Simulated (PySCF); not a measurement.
C$_{6}$H$_{13}$ (SMILES C[CH]CC(C)C), doublet, at a GFN2-xTB geometry; CAMB3LYP/STO-3G (PySCF).

PySCF was given this input:
```python
from pyscf import gto, scf, dft

mol = gto.M(
    atom='''
C     2.41049035   -0.32170320    0.91371510
C     1.57151961   -0.25079038   -0.30065431
C     0.40966998    0.64866289   -0.43689128
C    -0.94297859   -0.10718236   -0.47617380
C    -2.08282331    0.86576106   -0.76064173
C    -1.17964219   -0.84108017    0.83937272
H     2.00808795    0.30595260    1.70571581
H     2.49009629   -1.34802493    1.28583334
H     3.43638330    0.00620230    0.70744873
H     1.79866639   -0.91867284   -1.11540489
H     0.38518179    1.36158618    0.39012731
H     0.48376161    1.21555236   -1.37390764
H    -0.89554694   -0.84346481   -1.28577866
H    -3.03312958    0.33734373   -0.80007415
H    -2.14274236    1.61918421    0.02240389
H    -1.93264884    1.37097698   -1.71238927
H    -1.23336327   -0.13316759    1.66416326
H    -2.11379835   -1.39776809    0.80396475
H    -0.36836326   -1.53770698    1.03553720
''',
    basis='sto-3g',
    spin=1,
    verbose=4,
)

mf = dft.UKS(mol)
mf.xc = 'camb3lyp'
mf.kernel()
```

### Question
What does PySCF print? Leave out banner, timings and long lists.

### Answer

```
PySCF version 2.14.0

[INPUT] verbose = 4
[INPUT] num. atoms = 19
[INPUT] num. electrons = 49
[INPUT] charge = 0
[INPUT] spin (= nelec alpha-beta = 2S) = 1
[INPUT] symmetry False subgroup None
[INPUT] Mole.unit = angstrom
[INPUT] Symbol           X                Y                Z      unit          X                Y                Z       unit  Magmom
[INPUT]  1 C      2.410490350000  -0.321703200000   0.913715100000 AA    4.555166587407  -0.607930941396   1.726671294880 Bohr   0.0
[INPUT]  2 C      1.571519610000  -0.250790380000  -0.300654310000 AA    2.969741662283  -0.473925132876  -0.568154304070 Bohr   0.0
[INPUT]  3 C      0.409669980000   0.648662890000  -0.436891280000 AA    0.774164063656   1.225795209269  -0.825604865411 Bohr   0.0
[INPUT]  4 C     -0.942978590000  -0.107182360000  -0.476173800000 AA   -1.781971276429  -0.202545305785  -0.899838069693 Bohr   0.0
[INPUT]  5 C     -2.082823310000   0.865761060000  -0.760641730000 AA   -3.935965621760   1.636051292713  -1.437404548615 Bohr   0.0
[INPUT]  6 C     -1.179642190000  -0.841080170000   0.839372720000 AA   -2.229200664082  -1.589411170103   1.586184557231 Bohr   0.0
[INPUT]  7 H      2.008087950000   0.305952600000   1.705715810000 AA    3.794736259539   0.578166621099   3.223335727241 Bohr   0.0
[INPUT]  8 H      2.490096290000  -1.348024930000   1.285833340000 AA    4.705600011896  -2.547397926786   2.429872854435 Bohr   0.0
[INPUT]  9 H      3.436383300000   0.006202300000   0.707448730000 AA    6.493823296029   0.011720648342   1.336884346871 Bohr   0.0
[INPUT] 10 H      1.798666390000  -0.918672840000  -1.115404890000 AA    3.398986866560  -1.736040065676  -2.107809760101 Bohr   0.0
[INPUT] 11 H      0.385181790000   1.361586180000   0.390127310000 AA    0.727888091270   2.573024975193   0.737233769613 Bohr   0.0
[INPUT] 12 H      0.483761610000   1.215552360000  -1.373907640000 AA    0.914176952479   2.297061050469  -2.596309160048 Bohr   0.0
[INPUT] 13 H     -0.895546940000  -0.843464810000  -1.285778660000 AA   -1.692338448292  -1.593917486608  -2.429769524210 Bohr   0.0
[INPUT] 14 H     -3.033129580000   0.337343730000  -0.800074150000 AA   -5.731784206517   0.637487259539  -1.511921022844 Bohr   0.0
[INPUT] 15 H     -2.142742360000   1.619184210000   0.022403890000 AA   -4.049196215904   3.059814702120   0.042337216225 Bohr   0.0
[INPUT] 16 H     -1.932648840000   1.370976980000  -1.712389270000 AA   -3.652177002558   2.590771015283  -3.235946738944 Bohr   0.0
[INPUT] 17 H     -1.233363270000  -0.133167590000   1.664163260000 AA   -2.330718792398  -0.251650273768   3.144812787963 Bohr   0.0
[INPUT] 18 H     -2.113798350000  -1.397768090000   0.803964750000 AA   -3.994499964058  -2.641398875756   1.519273191304 Bohr   0.0
[INPUT] 19 H     -0.368363260000  -1.537706980000   1.035537200000 AA   -0.696105675752  -2.905845052032   1.956881699799 Bohr   0.0

nuclear repulsion = 247.103547782854
number of shells = 31
number of NR pGTOs = 129
number of NR cGTOs = 43
basis = sto-3g
ecp = {}

******** <class 'pyscf.dft.uks.UKS'> ********
method = UKS
initial guess = minao
damping factor = 0
level_shift factor = 0
DIIS = <class 'pyscf.scf.diis.CDIIS'>
diis_start_cycle = 1
diis_space = 8
diis_damp = 0
SCF conv_tol = 1e-09
SCF conv_tol_grad = None
SCF max_cycles = 50
direct_scf = True
direct_scf_tol = 1e-13
number electrons alpha = 25  beta = 24
XC library pyscf.dft.libxc version 7.1.2
    S. Lehtola, C. Steigemann, M. J. T. Oliveira, and M. A. L. Marques,  SoftwareX 7, 1–5 (2018)
XC functionals = camb3lyp
    T. Yanai, D. P. Tew, and N. C. Handy,  Chem. Phys. Lett. 393, 51 (2004)
radial grids:
    Treutler-Ahlrichs [JCP 102, 346 (1995); DOI:10.1063/1.469408] (M4) radial grids

becke partition: Becke, JCP 88, 2547 (1988); DOI:10.1063/1.454033
pruning grids: <function nwchem_prune>
grids dens level: 3
symmetrized grids: False
atomic radii adjust function: <function treutler_atomic_radii_adjust>
small_rho_cutoff = 0
Set gradient conv threshold to 3.16228e-05
tot grids = 212216
init E= -233.974957271917

cycle= 1 E= -233.413921793547  delta_E= 0.561  |g|= 0.136  |ddm|=  3.6
cycle= 2 E= -233.429527156724  delta_E= -0.0156  |g|= 0.0561  |ddm|= 0.296
cycle= 3 E= -233.431838863871  delta_E= -0.00231  |g|= 0.014  |ddm|= 0.0949
cycle= 4 E= -233.432075444441  delta_E= -0.000237  |g|= 0.00399  |ddm|= 0.0327
cycle= 5 E= -233.43208995276  delta_E= -1.45e-05  |g|= 0.00147  |ddm|= 0.00723
cycle= 6 E= -233.432092719862  delta_E= -2.77e-06  |g|= 0.00026  |ddm|= 0.00397
cycle= 7 E= -233.432092803469  delta_E= -8.36e-08  |g|= 0.000117  |ddm|= 0.000636
cycle= 8 E= -233.432092818375  delta_E= -1.49e-08  |g|= 2.34e-05  |ddm|= 0.000257
cycle= 9 E= -233.432092819356  delta_E= -9.81e-10  |g|= 6.56e-06  |ddm|= 7.42e-05
Extra cycle  E= -233.432092819414  delta_E= -5.79e-11  |g|= 3.21e-06  |ddm|= 1.36e-05
converged SCF energy = -233.432092819414  <S^2> = 0.75439163  2S+1 = 2.0043868
```
